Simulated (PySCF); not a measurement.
## Where the electron goes

Species: SnH2.
Z-matrix (Å and degrees, PBE0-D3(BJ)/def2-SVP geometry), rows numbered from 1:
```
Sn
H   1  1.7821
H   1  1.7821  2   90.24
```

Method used: TDDFT CAM-B3LYP/def2-SVPD, vertical, gas phase, core orbitals frozen in the response, def2 core potentials past Kr (PySCF 2.14.0, density-fitted response routines). Spin–orbit coupling is left out.

Frontier orbitals with the atoms that hold most of them (Löwdin shares over 4%, at most four atoms; ? is withheld):

```json
{"orbital": "HOMO-3", "ε (eV)": "-29.44", "atoms": "Sn1 100%"}
{"orbital": "HOMO-2", "ε (eV)": "-14.92", "atoms": "Sn1 60%, H3 20%, H2 20%"}
{"orbital": "HOMO-1", "ε (eV)": "-9.54", "atoms": "Sn1 46%, H2 27%, H3 27%"}
{"orbital": "HOMO", "ε (eV)": "-7.84", "atoms": "?"}
{"orbital": "LUMO", "ε (eV)": "-2.02", "atoms": "?"}
{"orbital": "LUMO+1", "ε (eV)": "0.85", "atoms": "Sn1 83%, H2 8%, H3 8%"}
{"orbital": "LUMO+2", "ε (eV)": "1.20", "atoms": "Sn1 78%, H3 11%, H2 11%"}
```

(1) Which atoms hold the LUMO, and with what shares?

(2) Give the leading atoms of the HOMO.

(3) How does S1 compare with the orbital gap of 5.82 eV?

(4) One configuration dominates each of S1, S2, S3 and S7. Which, and how do the shares of the two leading atoms of either orbital change from the occupied to the empty one?

## Answers

(1) Sn1 (bonded to 2 H) 86%; H3 (bonded to Sn) 7%; H2 (bonded to Sn) 7%. By element: tin 86%, hydrogen 14%.

(2) Sn1 (bonded to 2 H) 72%; H2 (bonded to Sn) 14%; H3 (bonded to Sn) 14%. By element: tin 72%, hydrogen 28%.

(3) S1 is at 2.30 eV (f = 0.012), 3.52 eV below the gap, made of HOMO→LUMO (99%). 

(4) 
- S1 (2.30 eV, f 0.012), HOMO→LUMO (99%): Sn1 72% → 86%, H2 14% → 7%, H3 14% → 7%
- S2 (3.76 eV, f 0.0000), HOMO-1→LUMO (100%): Sn1 46% → 86%, H2 27% → 7%, H3 27% → 7%
- S3 (5.86 eV, f 0.224), HOMO→LUMO+1 (97%): Sn1 72% → 83%, H2 14% → 8%
- S7 (7.64 eV, f 0.393), HOMO-1→LUMO+1 (94%): Sn1 46% → 83%, H2 27% → 8%

Löwdin shares depend on the basis, the more so with diffuse functions.
